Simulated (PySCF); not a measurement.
Compound: C5H10OSi.
InChI=1S/C5H10OSi/c1-3-4-5-6-7-2/h3-5H,1,7H2,2H3/b5-4-

Torsions of this conformer, `[CH2:1]=[CH:2]/[CH:3]=[CH:4]\[O:5][SiH2:6][CH3:7]`: C1–C2–C3–C4 180°, C3–C4–O5–Si6 179°, C4–O5–Si6–C7 -179°.

The closed-shell ground state was solved at several levels (PySCF, density fitting, gas phase, non-relativistic). One conformer (not necessarily the lowest) at the PBE0-D3(BJ)/def2-SVP geometry, without solvent, vibrations or thermal averaging.

| level | basis functions | HOMO (eV) | LUMO (eV) | gap (eV) | dipole (D) |
| --- | --- | --- | --- | --- | --- |
| CAM-B3LYP/pcSseg-1 | 176 | -7.24 | 0.66 | 7.90 | 1.82 |
| PBE0/pcSseg-1 | 176 | -6.03 | -0.46 | 5.57 | 1.87 |

Q: Estimate the row for wB97X-D/def2-SVPD, a basis of 227 functions; the other rows only guide the guess.

A: HOMO -7.81 eV, LUMO 1.18 eV, gap 8.99 eV, dipole 1.78 D.

Q: Over all these levels, which gives the widest orbital gap and which the narrowest?

A: wB97X-D/def2-SVPD (range-separated hybrid) has the widest, 8.99 eV, and PBE0/pcSseg-1 (global hybrid, 25 % exact exchange) the narrowest, 5.57 eV. Functional and basis both differ between the two, so the spread mixes both effects.

Q: How far do the dipole and the HOMO energy spread over the levels?

A: The dipole runs from 1.78 to 1.87 D (mean 1.82 D) and the HOMO from -7.81 to -6.03 eV.
